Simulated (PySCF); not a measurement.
Compound: C2H10AsPSi3.
Atom-mapped SMILES: `[CH:1]#[C:2][SiH2:3][As:4]([SiH3:5])[SiH2:6][PH2:7]` (hydrogens: H8 on C1; H9, H10 on Si3; H11, H12, H13 on Si5; H14, H15 on Si6; H16, H17 on P7)

Cartesian coordinates in Å at the PBE0-D3(BJ)/def2-SVP level; atoms count from 1:
```xyz
17
C2H10AsPSi3 angstrom
C      3.254   -0.525   -0.916
C      2.850    0.013    0.099
Si     2.141    0.827    1.580
As    -0.191    1.164    1.386
Si    -0.127    1.574   -0.952
Si    -0.700   -1.128    1.099
P     -2.667   -1.170   -0.032
H      3.620   -0.997   -1.811
H      2.405   -0.021    2.779
H      2.792    2.158    1.752
H      0.928    2.597   -1.223
H     -1.457    2.123   -1.351
H      0.154    0.335   -1.736
H     -0.769   -1.774    2.447
H      0.316   -1.842    0.267
H     -3.423   -0.718    1.093
H     -2.918   -2.553    0.229
```

Level: CAM-B3LYP/def2-SVPD in PySCF, non-relativistic, on one gas-phase PBE0-D3(BJ)/def2-SVP geometry that isn't relaxed in the solvent. The solvent is an IEF-PCM continuum (Bondi radii, 1.10 Å for H, scaled by 1.2), and excitations are vertical TDDFT with non-equilibrium linear response and a frozen core. Only the electrostatic response of the medium enters. Spin–orbit coupling is left out although an atom past zinc is present.

Gas-phase singlets (H = HOMO, L = LUMO):

```json
{"state": "S1", "E (eV)": "5.766", "λ (nm)": "215", "f": "0.033", "leading configurations": "H→L 34%, H→L+1 12%, H-4→L 11%"}
{"state": "S2", "E (eV)": "5.792", "λ (nm)": "214", "f": "0.047", "leading configurations": "H→L 47%, H-4→L 9%"}
{"state": "S3", "E (eV)": "5.981", "λ (nm)": "207", "f": "0.013", "leading configurations": "H-4→L 36%, H→L+1 25%"}
{"state": "S4", "E (eV)": "6.047", "λ (nm)": "205", "f": "0.034", "leading configurations": "H→L+2 78%"}
{"state": "S5", "E (eV)": "6.049", "λ (nm)": "205", "f": "0.022", "leading configurations": "H→L+3 35%, H→L+1 15%"}
```

What are the lowest 5 singlets in cyclohexane (ε = 2.017)?

| state | E (eV) | λ (nm) | f | leading configurations | change by rank (eV) |
| --- | --- | --- | --- | --- | --- |
| S1 | 5.760 | 215 | 0.120 | H→L 76% | -0.006 |
| S2 | 5.798 | 214 | 0.017 | H-4→L 17%, H→L+1 17% | +0.006 |
| S3 | 5.984 | 207 | 0.027 | H-4→L 35%, H→L+1 29% | +0.003 |
| S4 | 6.033 | 206 | 0.058 | H→L+2 79% | -0.014 |
| S5 | 6.048 | 205 | 0.034 | H→L+3 38%, H→L+1 12% | -0.001 |

How does the list change in benzene (ε = 2.271)?

```tsv
state	E (eV)	λ (nm)	f	leading configurations	change by rank (eV)
S1	5.758	215	0.131	H→L 78%	-0.008
S2	5.800	214	0.016	H→L+1 18%, H-4→L 18%	+0.008
S3	5.985	207	0.029	H-4→L 35%, H→L+1 29%	+0.004
S4	6.031	206	0.063	H→L+2 79%	-0.016
S5	6.049	205	0.035	H→L+3 39%, H→L+1 11%	0.000
```

How do the frontier levels move from gas to benzene?

| orbital | gas (eV) | solvent (eV) | change (eV) | Löwdin shares, gas | Löwdin shares, solvent |
| --- | --- | --- | --- | --- | --- |
| LUMO+2 | 0.61 | 0.68 | +0.07 | As4 26 %, Si5 23 %, Si3 10 %, Si6 7 % | As4 26 %, Si5 23 %, Si3 10 %, Si6 7 % |
| LUMO+1 | 0.54 | 0.61 | +0.07 | As4 17 %, Si6 16 %, Si3 11 %, C1 10 % | As4 16 %, Si6 15 %, Si3 11 %, C1 11 % |
| LUMO | 0.24 | 0.31 | +0.07 | As4 20 %, Si3 16 %, C2 15 %, C1 15 % | As4 20 %, Si3 16 %, C2 16 %, C1 15 % |
| HOMO | -8.46 | -8.41 | +0.05 | As4 58 %, Si6 8 %, Si5 8 %, Si3 7 % | As4 58 %, Si6 8 %, Si5 8 %, Si3 7 % |
| HOMO-1 | -8.81 | -8.74 | +0.07 | P7 53 %, Si6 15 %, As4 7 %, H16 5 % | P7 53 %, Si6 15 %, As4 7 %, H16 5 % |
| HOMO-2 | -9.26 | -9.20 | +0.06 | As4 25 %, P7 16 %, Si6 14 %, Si3 10 % | As4 25 %, P7 16 %, Si6 15 %, Si3 10 % |
| HOMO-3 | -9.44 | -9.38 | +0.06 | As4 31 %, Si5 20 %, Si3 8 %, Si6 7 % | As4 32 %, Si5 20 %, Si3 9 %, Si6 7 % |

The HOMO–LUMO gap goes from 8.70 to 8.72 eV.
